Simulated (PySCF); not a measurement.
# Relaxation of singlet [TlCl4]-

Level of theory: PySCF, B3LYP, basis Tl def2-SVPD with ECP60, Cl def2-SVPD (scalar-relativistic core potentials, no spin–orbit coupling, density fitting). A (50,194) grid was used.

A hand-made tetrahedral start, of Td symmetry, held to at least that symmetry:

```xyz
5
charge -1 multiplicity 1, angstrom
Tl    0.0000    0.0000    0.0000
Cl    1.9841   -0.0001    1.4030
Cl   -1.9841    0.0000    1.4030
Cl    0.0000    1.9841   -1.4029
Cl    0.0000   -1.9840   -1.4030
```

Optimiser trace:
| step | E − E(last) (kJ/mol) | largest gradient (Eh/bohr) |
| --- | --- | --- |
| 0 | 14.54 | 0.01514 |
| 1 | 2.10 | 0.00534 |
| 2 | 0.06 | 0.00090 |
| 3 | 0.00 | 0.00007 |

It ends at Td with Tl–Cl 2.515 Å (×4); Cl–Tl–Cl 109.5° (×6) (after a last refinement on a finer grid). The frequency run here used a shortcut that can spoil soft modes, so no verdict on minimum or saddle point is given. Other isomers or separated fragments may lie lower.

Spin–orbit coupling, left out here, can matter for elements this heavy.
